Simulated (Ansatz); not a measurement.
Computed with Ansatz on PBE0-D4/def2-TZVP structures; ΔE is electronic, products minus reactants. CCSD(T)/CBS is the MP2 limit (def2-TZVPP, def2-QZVPP) plus CCSD(T) − MP2 in def2-TZVPP, frozen cores. This one scheme is used for every species. DFT in def2-TZVPP. For Br outer-core shells are correlated without core-valence functions, which leaves a few kJ/mol of doubt a bond. Scalar relativity is left out up to krypton. Each species was taken in one conformer, which may not be the lowest.

Consider the ligand exchange at the Al–O bond: `C[NH][Al]([OH])[F]` + HBr → `C[NH][Al]([F])[Br]` + H₂O.

`C[NH][Al]([OH])[F]`:

Cartesian coordinates in Å:
```
C 0.480 -1.352 0.569
N 0.126 0.027 0.837
Al -0.406 1.237 -0.314
O -0.549 0.824 -1.943
F -0.760 2.759 0.214
H 0.369 -1.564 -0.497
H 1.520 -1.573 0.837
H -0.162 -2.057 1.109
H 0.214 0.268 1.812
H -0.832 1.430 -2.624
```

HBr:

Z-matrix (Å, degrees):
```
Br
H 1 1.420
```

`C[NH][Al]([F])[Br]`:

Z-matrix (Å, degrees):
```
C
N 1 1.450
H 1 1.096 2 112.0
H 1 1.095 2 112.0 3 -121.5
H 1 1.092 2 109.9 3 119.3
Al 2 1.748 1 128.1 3 -119.2
H 2 1.009 1 112.7 3 60.8
Br 6 2.238 2 121.1 1 -180.0
F 6 1.643 2 119.5 1 0.0
```

H₂O:

Cartesian coordinates in Å:
```
O -0.062 -0.092 -0.373
H 0.439 0.652 -0.030
H -0.376 -0.560 0.403
```

| level | ΔE (eV) |
| --- | --- |
| PBE-D4 | -0.30 |
| r2SCAN-D4 | -0.29 |
| B2PLYP | -0.24 |
| PBE0 | -0.33 |
| SCS-MP2/def2-TZVPP | -0.25 |
| CCSD(T)/def2-TZVPP | -0.26 |
| HF/def2-QZVPP | -0.30 |
| MP2/CBS(def2) | -0.35 |

Problem. What does CCSD(T)/CBS give? (Estimate.)

Solution. Computed: -0.32 eV. The listed levels differ from it by 0.02, 0.03, 0.08, -0.01, 0.07, 0.06, 0.02, -0.03 eV.

Largest T1 diagnostic among the species: 0.011.

From PBE to PBE0 (25 % exact exchange), in def2-TZVPP and without D4, ΔE moves by −0.04 eV.
